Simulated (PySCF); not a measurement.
C6H11O: g tensor and hyperfine couplings

Compound: C₆H₁₁O (doublet state).
Numbering: `[CH:1]1[CH2:2][CH2:3][CH2:4][O:5][CH2:6][CH2:7]1` (hydrogens: H8 on C1; H9, H10 on C2; H11, H12 on C3; H13, H14 on C4; H15, H16 on C6; H17, H18 on C7)

Cartesian coordinates in Å at the GFN2-xTB level; atoms count from 1:
```
atom  x, y, z in Å
C1    -0.548    1.392   -0.057
C2     0.927    1.279   -0.167
C3     1.432   -0.131   -0.480
C4     0.937   -1.188    0.515
O5    -0.313   -1.751    0.183
C6    -1.422   -0.926    0.417
C7    -1.471    0.330   -0.498
H8    -0.945    2.245    0.467
H9     1.385    1.622    0.771
H10    1.301    1.962   -0.946
H11    2.523   -0.120   -0.458
H12    1.123   -0.433   -1.482
H13    1.624   -2.039    0.516
H14    0.904   -0.761    1.529
H15   -1.450   -0.607    1.470
H16   -2.289   -1.558    0.212
H17   -1.228   -0.014   -1.508
H18   -2.497    0.703   -0.495
```

Computed, not measured: PySCF, UKS B3LYP, pcH-1 on C H O, non-relativistic, mean-field spin-orbit, GIAO. The structure is a single GFN2-xTB conformer in the gas phase; no vibrational or solvent corrections. Couplings are sensitive to structure, and on GFN2-xTB geometries they can be far from those on DFT ones. The SCF solution wasn't tested for stability.

```
g1, g2, g3                      : 2.00219, 2.00266, 2.00295
g_iso                           : 2.00260
Form of g                       : rhombic: the two nearest values differ by 37 % of g3 − g1
⟨S²⟩                            : 0.7539 (exact 0.7500)
α and β electrons               : 28, 27
HOMO–LUMO gap, α and β orbitals : 6.27, 5.64 eV
Total energy                    : -310.43984 Eh
Basis functions                 : 285
```

Hyperfine couplings atom by atom, in mT; T1 to T3 are the principal values of the dipolar part (MHz turned into mT with g_iso):

```
atom  isotope  a_iso     T1     T2    T3  Mulliken spin population
  C1      13C   3.24  -2.87  -2.84  5.71                      1.03
  C2      13C  -1.17  -0.08   0.02  0.06                     -0.09
  C3      13C   0.44  -0.04  -0.04  0.08                      0.01
  C4      13C  -0.01  -0.03  -0.01  0.04                      0.00
  O5      17O  -0.04  -0.05   0.01  0.03                      0.00
  C6      13C   3.03  -0.24  -0.22  0.46                      0.05
  C7      13C  -1.19  -0.08   0.01  0.07                     -0.09
  H8       1H  -2.22  -1.37   0.00  1.37                     -0.05
  H9       1H   2.59  -0.17  -0.15  0.32                      0.03
 H10       1H   4.75  -0.21  -0.12  0.33                      0.05
 H11       1H   0.01  -0.06  -0.05  0.12                      0.00
 H12       1H   0.05  -0.09  -0.09  0.18                      0.00
 H13       1H   0.00  -0.04  -0.04  0.08                      0.00
 H14       1H   0.00  -0.10  -0.09  0.18                      0.00
 H15       1H  -0.15  -0.23  -0.06  0.29                      0.00
 H16       1H   0.46  -0.13  -0.07  0.20                      0.01
 H17       1H   2.54  -0.17  -0.15  0.32                      0.03
 H18       1H   0.38  -0.18  -0.14  0.32                      0.00
```

The largest Mulliken spin populations are on C1 (+1.03), C2 (-0.09) and C7 (-0.09). No atom but C1 exceeds +0.15. The angles at C1 add up to 359.7°, so it is planar; its axial dipolar tensor and the negative coupling of its proton fit spin in a p orbital normal to that plane.

Axes: g2 points within 13° of the C1–C2 bond.

Under fast tumbling the dipolar parts average out, and these isotropic splittings remain: 2 × 1H (H9/H10, I = 1/2, 3 lines) with 3.67 mT, 1 × 1H (H8, I = 1/2, 2 lines) with 2.22 mT, 2 × 1H (H17/H18, I = 1/2, 3 lines) with 1.46 mT, 2 × 1H (H15/H16, I = 1/2, 3 lines) with 0.16 mT and 2 × 1H (H11/H12, I = 1/2, 3 lines) with 0.03 mT.

Class means assume fast exchange of nuclei equivalent by connectivity; if that motion is slow, each nucleus keeps its own coupling. The 1H value of +102.8 MHz is a mean of couplings from 72.5 to 133.1 MHz in this one geometry, not an average over conformers. The 1H value of +40.9 MHz is a mean of couplings from 10.7 to 71.1 MHz in this one geometry, not an average over conformers.

The 13C coupling of C1 (90.9 MHz) shows only in satellite lines or after enrichment, since that isotope makes up about 1.07 % of natural carbon.
